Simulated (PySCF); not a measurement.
PySCF input file for K(OtBu) (C4H9KO), SMILES CC([O][K])(C)C, B3LYP/pcSseg-1. Geometry: r2SCAN-D4/def2-SVP. The isomer is the one that the SMILES or the coordinates give; other isomers of the formula were not compared.

```python
import numpy as np
from pyscf import gto, scf, dft
from pyscf.prop.nmr import rks as nmr

mol = gto.M(
    atom='''
    K    -0.00000000   -0.00000000    2.54872239
    O    -0.00000000   -0.00000000    0.30159710
    C     0.00000000   -0.00000000   -1.06787970
    C     1.25468292   -0.72439152   -1.60677502
    C     0.00000000    1.44878305   -1.60677502
    C    -1.25468292   -0.72439153   -1.60677503
    H     1.30478176   -0.75331610   -2.71026471
    H     2.15915733   -0.21738358   -1.22974659
    H     1.26783837   -1.76119331   -1.22974659
    H     0.89131896    1.97857688   -1.22974658
    H    -0.00000001    1.50663221   -2.71026471
    H    -0.89131896    1.97857689   -1.22974658
    H    -1.26783837   -1.76119331   -1.22974658
    H    -2.15915733   -0.21738359   -1.22974658
    H    -1.30478177   -0.75331610   -2.71026471
    ''',
    basis='pcSseg-1',
    charge=0,
    spin=0,
    max_memory=1600,
    verbose=3,
)
mf = dft.RKS(mol, xc='b3lyp').density_fit(auxbasis='def2-universal-jkfit')
mf.grids.level = 3
mf.conv_tol = 1e-10
mf.max_cycle = 100
mf.kernel()
n = nmr.NMR(mf)
n.verbose = 2
n.max_cycle_cphf = 60
sigma = n.kernel()
print('atom   isotropic/ppm   span/ppm')
for i, s in enumerate(sigma):
    w = np.linalg.eigvalsh((s + s.T) / 2)
    print(f'{mol.atom_symbol(i):2s}{i + 1:3d} {w.mean():14.3f} {w[2] - w[0]:11.3f}')
```

Output:

```
converged SCF energy = -832.958224078898
atom   isotropic/ppm   span/ppm
K   1       1262.885      97.568
O   2        187.621     131.979
C   3        109.380      59.023
C   4        139.443      58.124
C   5        139.443      58.122
C   6        139.443      58.124
H   7         30.129       8.962
H   8         30.376       5.784
H   9         30.376       5.785
H  10         30.376       5.784
H  11         30.130       8.962
H  12         30.376       5.784
H  13         30.376       5.785
H  14         30.376       5.784
H  15         30.129       8.962
```

The run converged.
